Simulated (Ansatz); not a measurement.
## An input for doublet [SnH2F2]+

The species is [SnH2F2]+ (5 atoms), meant as a doublet with charge +1. SMILES of the parent species: `[F][SnH2][F]`. The shape is that of a PBE0-D4/def2-TZVP optimisation. That shape belongs to the parent species and isn't relaxed for this state.

```jsonl
{"atom": "F", "x (Å)": "-0.3435", "y (Å)": "-0.3563", "z (Å)": "1.7414"}
{"atom": "Sn", "x (Å)": "0.1289", "y (Å)": "-0.0732", "z (Å)": "-0.0862"}
{"atom": "F", "x (Å)": "-1.2312", "y (Å)": "1.1107", "z (Å)": "-0.7124"}
{"atom": "H", "x (Å)": "-0.0874", "y (Å)": "-1.5471", "z (Å)": "-0.8891"}
{"atom": "H", "x (Å)": "1.5832", "y (Å)": "0.7921", "z (Å)": "-0.0950"}
```

Settings wanted:

```yaml
basis_set: def2-SVP
core_potential: def2-SVP
task: energy
method: DFT
functional: wB97M-V
dispersion: none
reference: UKS
accuracy: high
start_density: atoms
```

**Question.** Write the Ansatz 0.2.0 input and the command.

**Answer.** One that was run (others would do as well):

in.yaml:
```yaml
crystal:
  periodic: [false, false, false]
  atoms:
    - {symbol: F, position_ang: [-0.343500, -0.356300, 1.741400]}
    - {symbol: Sn, position_ang: [0.128900, -0.073200, -0.086200]}
    - {symbol: F, position_ang: [-1.231200, 1.110700, -0.712400]}
    - {symbol: H, position_ang: [-0.087400, -1.547100, -0.889100]}
    - {symbol: H, position_ang: [1.583200, 0.792100, -0.095000]}
basis:
  gaussian: {orbitals: def2-SVP}
total_charge: 1
magnetization: {spin_polarized: true, initial_magnetization: 1}
hamiltonian: {xc: {name: wB97M-V}}
accuracy: high
output: {orbitals: {seedname: orbitals}}
```

```bash
$ ansatz run in.yaml --threads 1 --pin off --max-ram 3480MiB --events-out events.jsonl --progress --plain --runs-dir runs
```

Calculated total energy: -414.48892 Eh.
